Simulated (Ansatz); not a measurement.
Steps of a relaxation of BrGaH$_{2}$S$_{2}$, SMILES `[SH][Ga]([SH])[Br]` with RKS PBE0-D4/def2-TZVP.

```sh
$ ansatz run in.yaml --threads 2 --pin off --events-out ev --progress --plain --max-ram 22528MiB --backend cuda --devices 0, --max-vram 18GiB
```

```yaml
crystal:
  periodic: [false, false, false]
  atoms:
    - {symbol: S, position_ang: [-0.277270, 2.058240, 1.011050]}
    - {symbol: Ga, position_ang: [0.010600, 0.282210, -0.314520]}
    - {symbol: S, position_ang: [0.104070, -1.808610, 0.510400]}
    - {symbol: Br, position_ang: [0.218220, 0.549060, -2.598770]}
    - {symbol: H, position_ang: [-0.294470, 1.271700, 2.087140]}
    - {symbol: H, position_ang: [0.238840, -2.352590, -0.695310]}
basis:
  gaussian: {orbitals: def2-TZVP}
hamiltonian: {xc: pbe0, dispersion: d4}
relax: {f_tol: 0.005, max_steps: 150}
```

Positions (Å) and forces (eV/Å) along the path, 8 of 8 steps:

```xyz
6
step=1 energy=-144109.9016 eV
S    -0.277    2.058    1.011    0.112   -0.414   -0.701
Ga    0.011    0.282   -0.315   -0.012   -0.188    0.225
S     0.104   -1.809    0.510   -0.081    0.873    0.128
Br    0.218    0.549   -2.599   -0.046   -0.002    0.416
H    -0.294    1.272    2.087   -0.019   -0.144    0.303
H     0.239   -2.353   -0.695    0.046   -0.125   -0.371
6
step=2 energy=-144109.9455 eV
S    -0.257    1.993    0.966   -0.002    0.080   -0.008
Ga    0.014    0.238   -0.320   -0.027   -0.094    0.344
S     0.095   -1.797    0.512   -0.012    0.232   -0.078
Br    0.210    0.537   -2.569   -0.005    0.025    0.015
H    -0.310    1.321    2.134    0.022   -0.071   -0.195
H     0.247   -2.292   -0.724    0.023   -0.173   -0.078
6
step=3 energy=-144109.9561 eV
S    -0.255    2.021    0.954   -0.009   -0.124    0.217
Ga    0.010    0.257   -0.301    0.003   -0.039   -0.018
S     0.092   -1.772    0.507    0.011   -0.120   -0.020
Br    0.203    0.577   -2.541    0.011    0.020   -0.130
H    -0.302    1.272    2.079    0.000    0.152   -0.134
H     0.253   -2.355   -0.698   -0.016    0.112    0.086
6
step=4 energy=-144109.9597 eV
S    -0.255    2.013    0.959    0.002   -0.036    0.038
Ga    0.011    0.250   -0.305   -0.003   -0.021    0.032
S     0.092   -1.780    0.511    0.001    0.007   -0.020
Br    0.205    0.569   -2.552    0.001    0.006   -0.020
H    -0.304    1.283    2.089    0.000    0.034   -0.043
H     0.251   -2.336   -0.703   -0.001    0.011    0.013
6
step=5 energy=-144109.9596 eV rejected
S    -0.240    2.013    0.960   -0.011    0.014    0.022
Ga    0.011    0.248   -0.299    0.005    0.001   -0.063
S     0.088   -1.782    0.509    0.004   -0.028    0.008
Br    0.198    0.565   -2.553    0.000    0.000    0.041
H    -0.316    1.287    2.090    0.007    0.009   -0.011
H     0.259   -2.331   -0.706   -0.005    0.003    0.003
6
step=6 energy=-144109.9599 eV
S    -0.253    2.013    0.957    0.000   -0.007    0.011
Ga    0.010    0.247   -0.301    0.000   -0.009    0.006
S     0.092   -1.785    0.509    0.000    0.007   -0.003
Br    0.204    0.570   -2.549    0.000    0.001   -0.006
H    -0.306    1.290    2.090    0.000    0.008   -0.009
H     0.253   -2.334   -0.707    0.000    0.000    0.000
6
step=7 energy=-144109.9599 eV rejected
S    -0.248    2.013    0.958   -0.002   -0.001   -0.001
Ga    0.012    0.246   -0.300   -0.003    0.001   -0.001
S     0.092   -1.786    0.509    0.001   -0.001    0.001
Br    0.201    0.569   -2.550    0.002    0.000    0.000
H    -0.310    1.291    2.090    0.002    0.000    0.001
H     0.254   -2.334   -0.707   -0.001    0.000   -0.001
6
step=8 energy=-144109.9599 eV
S    -0.253    2.013    0.957    0.000    0.000    0.000
Ga    0.010    0.246   -0.300    0.000    0.000    0.000
S     0.092   -1.786    0.509    0.000    0.000    0.000
Br    0.204    0.570   -2.549    0.000    0.000    0.000
H    -0.306    1.292    2.091    0.000    0.000    0.000
H     0.253   -2.334   -0.707    0.000    0.000    0.000
```

Run time 15 s (2 threads of an AMD EPYC 7R13 on a shared host and a share of an NVIDIA H100 80 GB); peak host memory 0.94 GiB.
